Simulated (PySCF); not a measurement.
C₄H₉Cl₃Sn, charge +1, sextet, geometry from GFN2-xTB of the parent state (such geometries of metal compounds can be far from the true shape) (a state made from the parent by changing its charge; the spin is typed, not shown lowest) (all electrons, no relativity); HF/3-21G in PySCF.

PySCF was given this input:
```python
from pyscf import gto, scf

mol = gto.Mole()
mol.atom = '''
    C    -4.429390   -0.282492   -0.288526
    C    -2.993599   -0.386493   -0.776810
    C    -2.250646   -1.565774   -0.160660
    C    -0.916316   -1.853447   -0.660752
    Sn    0.710127    0.045662    0.057049
    Cl    0.422905    1.664083   -1.613578
    Cl   -0.182690    0.774823    2.096477
    Cl    2.939703   -0.597329    0.265587
    H    -5.026662   -1.123661   -0.633630
    H    -4.888829    0.623049   -0.674803
    H    -4.472344   -0.249922    0.797018
    H    -2.459408    0.529956   -0.490683
    H    -2.972598   -0.447956   -1.866940
    H    -2.288440   -1.535491    0.935016
    H    -2.823746   -2.479769   -0.418202
    H    -0.359015   -2.650120   -0.181864
    H    -0.734215   -1.726769   -1.722119
'''
mol.basis = '3-21g'
mol.charge = 1
mol.spin = 5
mol.verbose = 4
mol.build()

mf = scf.ROHF(mol)
mf.kernel()
```

Output, abridged:

```
PySCF version 2.14.0

[INPUT] verbose = 4
[INPUT] num. atoms = 17
[INPUT] num. electrons = 133
[INPUT] charge = 1
[INPUT] spin (= nelec alpha-beta = 2S) = 5
[INPUT] symmetry False subgroup None
[INPUT] Mole.unit = angstrom
[INPUT] Symbol           X                Y                Z      unit          X                Y                Z       unit  Magmom
[INPUT]  1 C     -4.429390000000  -0.282492000000  -0.288526000000 AA   -8.370333998887  -0.533832512381  -0.545235119816 Bohr   0.0
[INPUT]  2 C     -2.993599000000  -0.386493000000  -0.776810000000 AA   -5.657082236772  -0.730365919062  -1.467958150823 Bohr   0.0
[INPUT]  3 C     -2.250646000000  -1.565774000000  -0.160660000000 AA   -4.253104543348  -2.958884032965  -0.303603399173 Bohr   0.0
[INPUT]  4 C     -0.916316000000  -1.853447000000  -0.660752000000 AA   -1.731586283557  -3.502507216397  -1.248640316259 Bohr   0.0
[INPUT]  5 Sn     0.710127000000   0.045662000000   0.057049000000 AA    1.341945543659   0.086288674300   0.107806985680 Bohr   0.0
[INPUT]  6 Cl     0.422905000000   1.664083000000  -1.613578000000 AA    0.799174626709   3.144661118545  -3.049220500623 Bohr   0.0
[INPUT]  7 Cl    -0.182690000000   0.774823000000   2.096477000000 AA   -0.345234065697   1.464203265014   3.961767356450 Bohr   0.0
[INPUT]  8 Cl     2.939703000000  -0.597329000000   0.265587000000 AA    5.555233557562  -1.128788216260   0.501886692245 Bohr   0.0
[INPUT]  9 H     -5.026662000000  -1.123661000000  -0.633630000000 AA   -9.499014500758  -2.123411546855  -1.197387164308 Bohr   0.0
[INPUT] 10 H     -4.888829000000   0.623049000000  -0.674803000000 AA   -9.238547879831   1.177391972184  -1.275192858035 Bohr   0.0
[INPUT] 11 H     -4.472344000000  -0.249922000000   0.797018000000 AA   -8.451505294842  -0.472284132504   1.506145736349 Bohr   0.0
[INPUT] 12 H     -2.459408000000   0.529956000000  -0.490683000000 AA   -4.647607548564   1.001471698070  -0.927256483980 Bohr   0.0
[INPUT] 13 H     -2.972598000000  -0.447956000000  -1.866940000000 AA   -5.617396098430  -0.846514155856  -3.528005290995 Bohr   0.0
[INPUT] 14 H     -2.288440000000  -1.535491000000   0.935016000000 AA   -4.324524852500  -2.901657456735   1.766924162086 Bohr   0.0
[INPUT] 15 H     -2.823746000000  -2.479769000000  -0.418202000000 AA   -5.336106585336  -4.686084262187  -0.790287244745 Bohr   0.0
[INPUT] 16 H     -0.359015000000  -2.650120000000  -0.181864000000 AA   -0.678440024611  -5.008000997232  -0.343673151918 Bohr   0.0
[INPUT] 17 H     -0.734215000000  -1.726769000000  -1.722119000000 AA   -1.387465266548  -3.263120490389  -3.254333263910 Bohr   0.0

nuclear repulsion = 1250.4737163539
number of shells = 72
number of NR pGTOs = 249
number of NR cGTOs = 124
basis = 3-21g
ecp = {}

******** <class 'pyscf.scf.rohf.ROHF'> ********
method = ROHF
initial guess = minao
damping factor = 0
level_shift factor = 0
DIIS = <class 'pyscf.scf.diis.CDIIS'>
diis_start_cycle = 1
diis_space = 8
diis_damp = 0
SCF conv_tol = 1e-09
SCF conv_tol_grad = None
SCF max_cycles = 50
direct_scf = True
direct_scf_tol = 1e-13
num. doubly occ = 64  num. singly occ = 5
Set gradient conv threshold to 3.16228e-05
init E= -7510.96187884111
  HOMO = 0.0456474515880605  LUMO = 0.058270221547974  gap/eV = 0.34348
cycle= 1 E= -7522.81090888472  delta_E= -11.8  |g|= 0.777  |ddm|= 3.96
  HOMO = -0.167047201254499  LUMO = -0.147716938561691  gap/eV = 0.52600
cycle= 2 E= -7521.28920952198  delta_E= 1.52  |g|= 1.64  |ddm|= 7.56
  HOMO = -0.110634657981771  LUMO = -0.0342490544398553  gap/eV = 2.07856
cycle= 3 E= -7523.05632748684  delta_E= -1.77  |g|= 0.761  |ddm|=  7.4
  HOMO = -0.136829872629923  LUMO = -0.0385133527471662  gap/eV = 2.67533
cycle= 4 E= -7523.1358407162  delta_E= -0.0795  |g|= 0.581  |ddm|= 1.55
  HOMO = -0.15106483208519  LUMO = -0.0412688710353182  gap/eV = 2.98770
cycle= 5 E= -7523.24098828752  delta_E= -0.105  |g|= 0.489  |ddm|= 1.39
  HOMO = -0.163162912116516  LUMO = -0.0546187489625978  gap/eV = 2.95364
cycle= 6 E= -7523.36884142386  delta_E= -0.128  |g|= 0.379  |ddm|= 0.748
  HOMO = -0.164593839230978  LUMO = -0.0600283805801896  gap/eV = 2.84537
cycle= 7 E= -7523.39518384256  delta_E= -0.0263  |g|= 0.327  |ddm|= 0.252
  HOMO = -0.165853765218381  LUMO = -0.0658902933461292  gap/eV = 2.72014
cycle= 8 E= -7523.41669472562  delta_E= -0.0215  |g|= 0.24  |ddm|= 0.324
  HOMO = -0.163359951354865  LUMO = -0.0674353702532908  gap/eV = 2.61024
cycle= 9 E= -7523.42465979476  delta_E= -0.00797  |g|= 0.209  |ddm|= 0.389
  HOMO = -0.161764051979575  LUMO = -0.0707376329764062  gap/eV = 2.47696
cycle= 10 E= -7523.43875314663  delta_E= -0.0141  |g|= 0.159  |ddm|= 0.299
  HOMO = -0.160245700209789  LUMO = -0.0707719589793059  gap/eV = 2.43470
cycle= 11 E= -7523.4425230203  delta_E= -0.00377  |g|= 0.128  |ddm|= 0.221
  HOMO = -0.157902098057271  LUMO = -0.0700778575700345  gap/eV = 2.38982
cycle= 12 E= -7523.44708740307  delta_E= -0.00456  |g|= 0.0894  |ddm|= 0.243
  HOMO = -0.153941093633636  LUMO = -0.0697191863023869  gap/eV = 2.29179
cycle= 13 E= -7523.45143150505  delta_E= -0.00434  |g|= 0.0302  |ddm|= 0.371
  HOMO = -0.154132850591523  LUMO = -0.0701689208339351  gap/eV = 2.28477
cycle= 14 E= -7523.45304918654  delta_E= -0.00162  |g|= 0.0176  |ddm|= 0.137
  HOMO = -0.153570420863677  LUMO = -0.0701867684255961  gap/eV = 2.26898
cycle= 15 E= -7523.45370206435  delta_E= -0.000653  |g|= 0.0112  |ddm|= 0.0915
  HOMO = -0.153320386832611  LUMO = -0.0702595407540052  gap/eV = 2.26020
cycle= 16 E= -7523.45402539979  delta_E= -0.000323  |g|= 0.00606  |ddm|= 0.0501
  HOMO = -0.153403725997422  LUMO = -0.0701901839773513  gap/eV = 2.26436
cycle= 17 E= -7523.45411978725  delta_E= -9.44e-05  |g|= 0.00586  |ddm|= 0.0386
  HOMO = -0.153510740236666  LUMO = -0.0700640640883003  gap/eV = 2.27070
cycle= 18 E= -7523.45427631289  delta_E= -0.000157  |g|= 0.00345  |ddm|= 0.0372
  HOMO = -0.153465591745411  LUMO = -0.0700193708294212  gap/eV = 2.27069
cycle= 19 E= -7523.45430845364  delta_E= -3.21e-05  |g|= 0.00322  |ddm|= 0.0191
  HOMO = -0.153510210886435  LUMO = -0.0700226853689476  gap/eV = 2.27181
cycle= 20 E= -7523.45433320607  delta_E= -2.48e-05  |g|= 0.00371  |ddm|= 0.0247
  HOMO = -0.153573543556179  LUMO = -0.0700019697422074  gap/eV = 2.27410
cycle= 21 E= -7523.4543892226  delta_E= -5.6e-05  |g|= 0.00148  |ddm|= 0.0219
  HOMO = -0.153627346519373  LUMO = -0.0699883482796348  gap/eV = 2.27593
cycle= 22 E= -7523.45440109255  delta_E= -1.19e-05  |g|= 0.001  |ddm|= 0.0117
  HOMO = -0.153602554070508  LUMO = -0.0699785329351372  gap/eV = 2.27553
cycle= 23 E= -7523.45440538312  delta_E= -4.29e-06  |g|= 0.000766  |ddm|= 0.00571
  HOMO = -0.153571196565849  LUMO = -0.0699655271132138  gap/eV = 2.27503
cycle= 24 E= -7523.4544091245  delta_E= -3.74e-06  |g|= 0.000654  |ddm|= 0.00474
  HOMO = -0.153573465274553  LUMO = -0.0699618516802931  gap/eV = 2.27519
cycle= 25 E= -7523.45441077479  delta_E= -1.65e-06  |g|= 0.000643  |ddm|= 0.0033
  HOMO = -0.15356981464572  LUMO = -0.0699624814345183  gap/eV = 2.27507
cycle= 26 E= -7523.45441289785  delta_E= -2.12e-06  |g|= 0.000568  |ddm|= 0.00275
  HOMO = -0.153566047240187  LUMO = -0.0699624461175348  gap/eV = 2.27497
cycle= 27 E= -7523.45441500435  delta_E= -2.11e-06  |g|= 0.000533  |ddm|= 0.00256
  HOMO = -0.153550370762064  LUMO = -0.0699577658946264  gap/eV = 2.27467
cycle= 28 E= -7523.45441786523  delta_E= -2.86e-06  |g|= 0.000536  |ddm|= 0.00345
  HOMO = -0.153540412696308  LUMO = -0.0699553298185283  gap/eV = 2.27447
cycle= 29 E= -7523.45442104511  delta_E= -3.18e-06  |g|= 0.000526  |ddm|= 0.00384
  HOMO = -0.153524106926585  LUMO = -0.0699502455980721  gap/eV = 2.27416
cycle= 30 E= -7523.45442888821  delta_E= -7.84e-06  |g|= 0.000533  |ddm|= 0.00952
  HOMO = -0.15349668635305  LUMO = -0.0699389627245779  gap/eV = 2.27372
cycle= 31 E= -7523.45444052178  delta_E= -1.16e-05  |g|= 0.000496  |ddm|= 0.0144
  HOMO = -0.153434150744021  LUMO = -0.0699136995865453  gap/eV = 2.27271
cycle= 32 E= -7523.45446042228  delta_E= -1.99e-05  |g|= 0.000473  |ddm|= 0.0263
  HOMO = -0.153401490178876  LUMO = -0.0698985266096259  gap/eV = 2.27223
cycle= 33 E= -7523.45447011258  delta_E= -9.69e-06  |g|= 0.000459  |ddm|= 0.0135
  HOMO = -0.153379854732815  LUMO = -0.0698827316534625  gap/eV = 2.27207
cycle= 34 E= -7523.45448029291  delta_E= -1.02e-05  |g|= 0.000445  |ddm|= 0.0148
  HOMO = -0.153336464963692  LUMO = -0.069854711112082  gap/eV = 2.27165
cycle= 35 E= -7523.45449698077  delta_E= -1.67e-05  |g|= 0.000439  |ddm|= 0.0262
  HOMO = -0.153333219577865  LUMO = -0.0698456020214677  gap/eV = 2.27181
cycle= 36 E= -7523.45450294084  delta_E= -5.96e-06  |g|= 0.000408  |ddm|= 0.00957
  HOMO = -0.153289511639365  LUMO = -0.0698120187494427  gap/eV = 2.27154
cycle= 37 E= -7523.45451679923  delta_E= -1.39e-05  |g|= 0.000393  |ddm|= 0.0241
  HOMO = -0.153281234259279  LUMO = -0.0698036500677466  gap/eV = 2.27154
cycle= 38 E= -7523.45452086207  delta_E= -4.06e-06  |g|= 0.000378  |ddm|= 0.00702
  HOMO = -0.153277383794233  LUMO = -0.0697961418638573  gap/eV = 2.27164
cycle= 39 E= -7523.45452507463  delta_E= -4.21e-06  |g|= 0.000385  |ddm|= 0.00722
  HOMO = -0.153274648395625  LUMO = -0.0697935103609337  gap/eV = 2.27164
cycle= 40 E= -7523.45452614599  delta_E= -1.07e-06  |g|= 0.000378  |ddm|= 0.00172
  HOMO = -0.153270299954841  LUMO = -0.0697923429387077  gap/eV = 2.27155
cycle= 41 E= -7523.45452664628  delta_E= -5e-07  |g|= 0.000378  |ddm|= 0.00143
  HOMO = -0.153266656716172  LUMO = -0.0697902059161675  gap/eV = 2.27151
cycle= 42 E= -7523.45452770182  delta_E= -1.06e-06  |g|= 0.000378  |ddm|= 0.00189
  HOMO = -0.153269887217969  LUMO = -0.0697926754086775  gap/eV = 2.27153
cycle= 43 E= -7523.45452677146  delta_E= 9.3e-07  |g|= 0.000378  |ddm|= 0.00209
  HOMO = -0.153272396511554  LUMO = -0.0697945379054508  gap/eV = 2.27155
cycle= 44 E= -7523.45452595649  delta_E= 8.15e-07  |g|= 0.000379  |ddm|= 0.00172
  HOMO = -0.153271837733619  LUMO = -0.0697938367124897  gap/eV = 2.27155
cycle= 45 E= -7523.45452637511  delta_E= -4.19e-07  |g|= 0.000379  |ddm|= 0.000745
  HOMO = -0.153278360897101  LUMO = -0.0697987662292423  gap/eV = 2.27160
cycle= 46 E= -7523.4545240196  delta_E= 2.36e-06  |g|= 0.000378  |ddm|= 0.00424
  HOMO = -0.153273461043294  LUMO = -0.0697946544384909  gap/eV = 2.27157
cycle= 47 E= -7523.45452572219  delta_E= -1.7e-06  |g|= 0.000379  |ddm|= 0.00286
  HOMO = -0.153274184092291  LUMO = -0.0697946211220772  gap/eV = 2.27159
cycle= 48 E= -7523.45452578481  delta_E= -6.26e-08  |g|= 0.000379  |ddm|= 0.000159
  HOMO = -0.153274255720385  LUMO = -0.0697953216573137  gap/eV = 2.27158
cycle= 49 E= -7523.45452572989  delta_E= 5.49e-08  |g|= 0.000379  |ddm|= 0.000366
  HOMO = -0.15327095623989  LUMO = -0.0697926795158152  gap/eV = 2.27156
cycle= 50 E= -7523.45452683572  delta_E= -1.11e-06  |g|= 0.000381  |ddm|= 0.0027
SCF not converged.
SCF energy = -7523.45452683572
```

The run did not converge; its last values are not results.
